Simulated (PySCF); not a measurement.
O2Se, charge -1, doublet, geometry from GFN2-xTB (a state made from the parent by changing its charge; the spin is typed, not shown lowest) (in this run its highest filled SCF level lies above zero, so its values depend strongly on the basis, on diffuse functions most of all), with bond 1-2 at 1.25 times its length; B3LYP/STO-3G (PySCF).

Input for PySCF:
```python
from pyscf import gto, scf, dft

mol = gto.M(
    atom='''
O    -1.70618993    0.82593771    0.05047811
Se    0.01589860   -0.31251358   -0.02617635
O     1.29420317    0.72993529    0.07610225
''',
    basis='sto-3g',
    charge=-1,
    spin=1,
    verbose=4,
)

mf = dft.UKS(mol)
mf.xc = 'b3lyp'
mf.kernel()
mo_i, mo_e, stable_i, stable_e = mf.stability(internal=True, external=False, return_status=True, nroots=6, tol=1e-6)
print('internally stable:', stable_i, ' externally stable:', stable_e)
if not stable_i:
    umf = mf.copy()
    umf.scf_summary = {}
    umf.kernel(umf.make_rdm1(mo_i, mf.mo_occ))
```

It wrote (shortened):

```
PySCF version 2.14.0

[INPUT] verbose = 4
[INPUT] num. atoms = 3
[INPUT] num. electrons = 51
[INPUT] charge = -1
[INPUT] spin (= nelec alpha-beta = 2S) = 1
[INPUT] symmetry False subgroup None
[INPUT] Mole.unit = angstrom
[INPUT] Symbol           X                Y                Z      unit          X                Y                Z       unit  Magmom
[INPUT]  1 O     -1.706189930000   0.825937710000   0.050478110000 AA   -3.224231684191   1.560796067850   0.095389803186 Bohr   0.0
[INPUT]  2 Se     0.015898600000  -0.312513580000  -0.026176350000 AA    0.030043999764  -0.590565076407  -0.049466132441 Bohr   0.0
[INPUT]  3 O      1.294203170000   0.729935290000   0.076102250000 AA    2.445689540844   1.379377786755   0.143812409963 Bohr   0.0

nuclear repulsion = 168.051808476708
number of shells = 14
number of NR pGTOs = 84
number of NR cGTOs = 28
basis = sto-3g
ecp = {}

******** <class 'pyscf.dft.uks.UKS'> ********
method = UKS
initial guess = minao
damping factor = 0
level_shift factor = 0
DIIS = <class 'pyscf.scf.diis.CDIIS'>
diis_start_cycle = 1
diis_space = 8
diis_damp = 0
SCF conv_tol = 1e-09
SCF conv_tol_grad = None
SCF max_cycles = 50
direct_scf = True
direct_scf_tol = 1e-13
number electrons alpha = 26  beta = 25
XC library pyscf.dft.libxc version 7.1.2
    S. Lehtola, C. Steigemann, M. J. T. Oliveira, and M. A. L. Marques,  SoftwareX 7, 1–5 (2018)
XC functionals = b3lyp
    P. J. Stephens, F. J. Devlin, C. F. Chabalowski, and M. J. Frisch,  J. Phys. Chem. 98, 11623 (1994)
radial grids:
    Treutler-Ahlrichs [JCP 102, 346 (1995); DOI:10.1063/1.469408] (M4) radial grids

becke partition: Becke, JCP 88, 2547 (1988); DOI:10.1063/1.454033
pruning grids: <function nwchem_prune>
grids dens level: 3
symmetrized grids: False
atomic radii adjust function: <function treutler_atomic_radii_adjust>
small_rho_cutoff = 0
Set gradient conv threshold to 3.16228e-05
tot grids = 48592
init E= -2519.98902889494

cycle= 1 E= -2522.85964510837  delta_E= -2.87  |g|= 0.266  |ddm|= 2.01
cycle= 2 E= -2522.78567852864  delta_E= 0.074  |g|= 0.426  |ddm|= 0.999
cycle= 3 E= -2522.75553590075  delta_E= 0.0301  |g|= 0.422  |ddm|= 1.01
cycle= 4 E= -2522.89978326587  delta_E= -0.144  |g|= 0.166  |ddm|= 0.901
cycle= 5 E= -2522.91721587471  delta_E= -0.0174  |g|= 0.0653  |ddm|= 0.158
cycle= 6 E= -2522.92029444273  delta_E= -0.00308  |g|= 0.0106  |ddm|= 0.113
cycle= 7 E= -2522.92032209089  delta_E= -2.76e-05  |g|= 0.0109  |ddm|= 0.0191
cycle= 8 E= -2522.92041345444  delta_E= -9.14e-05  |g|= 0.00771  |ddm|= 0.0338
cycle= 9 E= -2522.92053244116  delta_E= -0.000119  |g|= 0.0012  |ddm|= 0.088
cycle= 10 E= -2522.9205441131  delta_E= -1.17e-05  |g|= 0.00242  |ddm|= 0.0563
cycle= 11 E= -2522.92054855089  delta_E= -4.44e-06  |g|= 0.000367  |ddm|= 0.0108
cycle= 12 E= -2522.92054862865  delta_E= -7.78e-08  |g|= 0.000521  |ddm|= 0.00188
cycle= 13 E= -2522.92054891664  delta_E= -2.88e-07  |g|= 4.68e-05  |ddm|= 0.00342
cycle= 14 E= -2522.92054892669  delta_E= -1e-08  |g|= 3.81e-05  |ddm|= 0.00188
cycle= 15 E= -2522.9205489282  delta_E= -1.51e-09  |g|= 2.45e-06  |ddm|= 0.000332
cycle= 16 E= -2522.92054892821  delta_E= -1.64e-11  |g|= 9.88e-07  |ddm|= 4.74e-05
Extra cycle  E= -2522.92054892819  delta_E= 2.55e-11  |g|= 5.98e-06  |ddm|= 1.02e-05
converged SCF energy = -2522.92054892819  <S^2> = 0.76186404  2S+1 = 2.0118291
uhf_internal: lowest eigs of H = [0.01936228 0.04119525 0.04875659 0.11463026 0.12814461 0.21455625]
<class 'pyscf.dft.uks.UKS'> wavefunction is stable in the internal stability analysis
internally stable: True  externally stable: None
```
